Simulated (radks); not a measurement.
Spherical quantum dot in the effective-mass picture: electrons in a hard-walled sphere of radius 4.48, all in effective atomic units (hartree* = m*/eps^2 hartree, bohr* = eps/m* bohr), one dielectric constant everywhere. Method: non-relativistic Kohn-Sham, LDA (Slater exchange, Perdew-Wang correlation), spin-polarised, spherical densities; computed with a radial shooting solver with Libxc functionals. Levels are named by radial order and angular momentum (1s, 1p, 1d, 2s, ...), and open shells are averaged over m.

N = 32, configuration 1s2 1p6 1d10 1f14. This is the lowest configuration that the search found. Occupied and some empty levels:

| level | occupation | eigenvalue (hartree*) | <r> (bohr*) |
|---|---|---|---|
| 1s | 2 | 9.0629 | 3.209 |
| 1p | 6 | 9.1737 | 3.279 |
| 1d | 10 | 9.3763 | 3.348 |
| 1f | 14 | 9.6614 | 3.410 |
| 1g | 0 | 10.023 | 3.466 |
| 2s | 0 | 10.074 | 1.987 |
| 2p | 0 | 10.477 | 2.339 |
| 2d | 0 | 10.967 | 2.561 |

Energy (hartree*): total 164.217, kinetic 35.493, external 0, Hartree 142.08, exchange-correlation -13.357. Static polarisability (adiabatic kernel): 51.78 bohr*^3.
